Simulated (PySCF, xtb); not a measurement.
CH5BrInN, SMILES [CH3][In]([NH2])[Br].

GFN2-xTB run with xtb at its own geometry gives an orbital gap of 2.92 eV and a dipole moment of 5.94 D.

The structure is a stationary point at B3LYP-D3(BJ)/def2-SVP. The structure was generated by enumeration; whether it is a known compound was not checked. The def2 effective core potentials stand for the cores of In; spin–orbit coupling is left out. The values are those of a single conformer.

Problem. What does PBE/def2-TZVP (PySCF) give? (The exact figures need the calculation; the answer reports its results.)

Solution. gap 3.94 eV (levels -5.94 and -2.00 eV), dipole 3.55 D.
